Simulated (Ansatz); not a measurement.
Saddle point of GaH3BrCl, closed shell (GaH₂Cl ([Cl][GaH2]) + HBr → GaH₂Br ([GaH2][Br]) + HCl (still joined by a long Ga–Cl bond); bonds formed: Cl2–H5; dative contacts that become bonds: Ga1–Br6; bonds broken: H5–Br6; bonds weakened to dative contacts: Ga1–Cl2), PBE0-D4/def2-TZVP structure:

Ga1  (-0.546, -0.519, 0.322)
Cl2  (-0.604, 1.672, -0.487)
H3  (-1.162, -1.457, -0.747)
H4  (-0.551, -0.473, 1.872)
H5  (0.923, 1.013, -0.596)
Br6  (1.938, -0.235, -0.364)
(Å)

Energies are electronic, without zero-point energy. Barriers and step energies count from the start structure reached by relaxing down the imaginary mode; all methods use the PBE0-D4 structures, on which another method's saddle can fall below an end. Ansatz 0.2.0; basis: def2-TZVPP, with def2-QZVPP for the basis limit; cores frozen in the correlated methods. Filled d shells of the heavier atoms are correlated. The def2 sets are not built for correlating such inner shells, so the correlated values are less sure here. B3LYP uses VWN-RPA correlation. Extrapolation: Hartree–Fock as exp(−7.88 √X), correlation as X^−2.97.

| method | barrier (eV) | step energy (eV) |
| --- | --- | --- |
| SPW92 | -0.196 | -0.149 |
| PBE-D4 | -0.027 | -0.134 |
| BLYP-D4 | 0.091 | -0.115 |
| r2SCAN-D4 | 0.033 | -0.124 |
| B97M-V | ? | -0.078 |
| PBE0-D4 | 0.078 | -0.136 |
| B3LYP-D4 | 0.166 | -0.119 |
| r2SCAN0-D4 | 0.113 | -0.131 |
| BHLYP-D4 | 0.297 | -0.122 |
| CAM-B3LYP-D4 | ? | -0.111 |
| wB97X-V | 0.254 | -0.112 |
| wB97M-V | ? | -0.124 |
| B2PLYP | 0.198 | -0.120 |
| PBE-QIDH | 0.158 | -0.136 |
| RPA on PBE | 0.231 | -0.102 |
| HF | 0.624 | -0.109 |
| MP2 | 0.166 | -0.128 |
| CCSD | 0.322 | -0.112 |
| CCSD(T) | 0.241 | -0.117 |

Fill in the withheld barriers. (Judge from chemistry; the value comes from the calculation.)

Computed: B97M-V 0.223; CAM-B3LYP-D4 0.229; wB97M-V 0.234 eV. Each is the energy of the saddle less that of the start structure, by the same method.

For comparison, the barrier by CCSD(T) at an estimated basis limit (MP2 extrapolated from triple and quadruple zeta, plus CCSD(T) − MP2 in triple zeta) is 0.231 eV.

T1 diagnostic: at most 0.011.

Labels in which every atom is bracketed show which atoms are joined, not bond orders.

For scale, one of the runs: CCSD(T)/def2-TZVPP, 180 basis functions, launched by `ansatz run in.yaml --threads 4 --pin off --events-out ev --progress --plain --max-ram 9574MiB`. Hardware: 4 CPU threads of an Intel Xeon, shared host. Wall time 70 s; peak host memory 1.7 GiB.
